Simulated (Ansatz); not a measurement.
Br₂H₄N₂Si, SMILES `N[Si](N)(Br)Br`, relaxed with RKS PBE-D4/def2-SVP in Ansatz 0.2.0 from a rough embedded geometry. The force threshold is 0.03 eV/Å; the program also tests the step.

Charge 0, multiplicity 1.

Start:

```xyz
9

N    -1.128   -0.553   -0.209
Si   -0.045    0.257    0.670
N     1.188    0.362   -0.463
Br    0.538   -0.998    2.442
Br   -0.783    2.255    1.167
H    -1.393   -0.044   -1.105
H    -0.793   -1.477   -0.533
H     1.481   -0.612   -0.690
H     0.935    0.811   -1.279
```

(1) How much energy does the relaxation release, and in how many steps? (Estimate.)

(2) Which bonds change most? (An estimate is asked.)

(3) Give the relaxed structure. (Best estimate.)

Answers

(1) Ansatz gave: 1.50 eV, in 17 steps, 2 of them rejected.

(2) Ansatz gave: N1–Si2 from 1.613 to 1.719 Å; Si2–Br5 from 2.187 to 2.257 Å; N3–H9 from 0.965 to 1.023 Å; Si2–N3 from 1.678 to 1.718 Å.

(3) Computed: 
```xyz
9

N    -1.166   -0.879   -0.367
Si   -0.025    0.147    0.407
N     1.233    0.488   -0.713
Br    0.532   -0.965    2.291
Br   -0.741    2.183    1.069
H    -1.601   -0.551   -1.234
H    -1.823   -1.412    0.207
H     1.746   -0.301   -1.117
H     1.844    1.291   -0.545
```
